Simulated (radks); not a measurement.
Q: Coulomb parameter of the 3d shell of neutral chromium in the model configuration [Ar] 3d3 4s1 4p2, as a second difference U = [E(n + 0.5) + E(n - 0.5) - 2 E(n)] / (0.5)^2 with all orbitals relaxed. "Bare": the charge of the atom changes with n. "Screened": the 4p shell takes up the change at fixed total charge, which measures U(3d,3d) + U(4p,4p) - 2 U(3d,4p). All-electron calculation, scalar-relativistic Kohn-Sham, SCAN, spin-unpolarised, spherical densities, finite nucleus; meta-GGA in the generalised Kohn-Sham scheme; Fermi nuclear charge, rms radius 3.6452 fm. Program: a radial shooting solver on a logarithmic mesh with Libxc functionals. Estimate both.

A: U(bare) = 12.227 eV, U(screened by 4p) = 5.114 eV, against the Slater integral F0(3d,3d) = 21.581 eV with frozen orbitals. The step up makes a negative ion, whose loosely bound charge lowers the bare value.
